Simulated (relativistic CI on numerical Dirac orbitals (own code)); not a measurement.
# Sensitivity of the levels of Ar III to α and to the nuclear radius

These numbers are calculated, not measured: Dirac-Coulomb-Breit CI, KLI orbitals optimised for each configuration, valence Slater integrals scaled by 0.85, P86 correlation energy added to each configuration, derivatives by finite differences, QED left out (own radial code, finite nucleus).

Configuration list (outside the closed core [Ne]): 3s2 3p4, 3s 3p5, 3s2 3p3 3d, 3p6, 3s 3p4 3d, 3s2 3p3 4s, 3s2 3p3 4p. Double excitations out of closed p, d and f shells are left out; levels of such configurations are missing from the list, as are those of other unlisted configurations, and high levels can miss mixing partners.

With x = (α/α₀)² − 1 an excitation energy changes as ω = ω₀ + qx; K = 2q/ω₀ is the relative enhancement. Terms are leading LS components, so labels can repeat. The field-shift factor is F = δν/δ⟨r²⟩ for the transition from the lowest level.

Lowest level 3s2 3p4 3P_2.

```tsv
Level	ω₀ (cm⁻¹)	q (cm⁻¹)	K	F (GHz/fm²)
3s2 3p4 3P_1	1101.9	1148	2.08	0.00152
3s2 3p4 3P_0	1562.2	1543	1.98	0.00208
3s2 3p4 1D_2	14569.4	685	0.094	0.0167
3s2 3p4 1S_0	35134.7	795.8	0.0453	-0.00468
3s 3p5 3P°_2	122727.7	1833	0.0299	-1.1
3s 3p5 3P°_1	123724.3	2818	0.0456	-1.1
3s 3p5 3P°_0	124253.9	3367	0.0542	-1.1
3s2 3p3 3d 5D°_0	151868.3	888.8	0.0117	0.316
3s2 3p3 3d 5D°_1	151868.3	890.6	0.0117	0.312
3s2 3p3 3d 5D°_2	151869.9	886	0.0117	0.316
3s2 3p3 3d 5D°_3	151872.4	883	0.0116	0.316
3s2 3p3 3d 5D°_4	151879.9	886.2	0.0117	0.317
3s2 3p3 3d 1P°_1	151985.8	1820	0.024	-0.509
```

For a near-neutral ion this model can misplace configurations by up to about 10,000 cm⁻¹ (more where the count of f electrons changes) and terms by 10 to 25 % of their spread. Rates follow the energies as ν³ (E1, M1) or ν⁵ (E2), so they and the lifetimes can be off by large factors. The fine structure of a lone outer electron comes out too small, for d and f at times inverted, and misplaced configurations move strength between like terms.
